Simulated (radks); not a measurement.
Species: the tungsten ion W4+. Configuration: [Kr] 4d10 4f14 5s2 5p5 5d3 (not the ground configuration).

All-electron calculation, Dirac Kohn-Sham, AM05, spin-unpolarised, spherical densities, finite nucleus; open shells are shared between the two j in proportion to 2j + 1; Fermi nuclear charge, rms radius 5.3658 fm. Program: a radial shooting solver on a logarithmic mesh with Libxc functionals.

Energy parts (eV):
| part | energy |
|---|---|
| total | -439449.02 |
| kinetic | 494765.55 |
| electron-nucleus | -1094468.24 |
| Hartree | 168809.33 |
| exchange-correlation | -8555.66 |

Orbitals (lengths in bohr, moments of r in powers of bohr):
orbital     occ.  eigenvalue (eV)      <r^2>
1s1/2          2        -69364.99  0.0004637
2s1/2          2        -12005.15   0.007070
2p1/2          2        -11487.30   0.005046
2p3/2          4        -10136.30   0.006246
3s1/2          2        -2800.134    0.04620
3p1/2          2        -2568.608    0.04237
3p3/2          4        -2276.516    0.04896
3d3/2          4        -1884.904    0.03794
3d5/2          6        -1821.317    0.03975
4s1/2          2        -614.0691     0.2286
4p1/2          2        -517.9838     0.2356
4p3/2          4        -450.1185     0.2713
4d3/2          4        -291.8775     0.2956
4d5/2          6        -279.3649     0.3090
4f5/2          6         -81.0021     0.4454
4f7/2          8         -78.7450     0.4594
5s1/2          2        -124.3578      1.248
5p1/2    1.66667         -95.2468      1.492
5p3/2    3.33333         -84.7639      1.737
5d3/2        1.2         -45.5799      2.970
5d5/2        1.8         -44.4287      3.105
5f5/2          0         -17.3867      12.66
5f7/2          0         -17.3352      12.78
6s1/2          0         -38.6539      6.531
6p1/2          0         -31.1116      8.395
6p3/2          0         -29.1647      9.440

The highest occupied level is 5d5/2 at -44.429 eV. The electron density at the nucleus is 1.42e+06 e/bohr^3. Summed over all electrons, <r^2> = 32.14 bohr^2, which gives a Langevin (diamagnetic) susceptibility term of -25.5 x 10^-6 cm^3/mol.
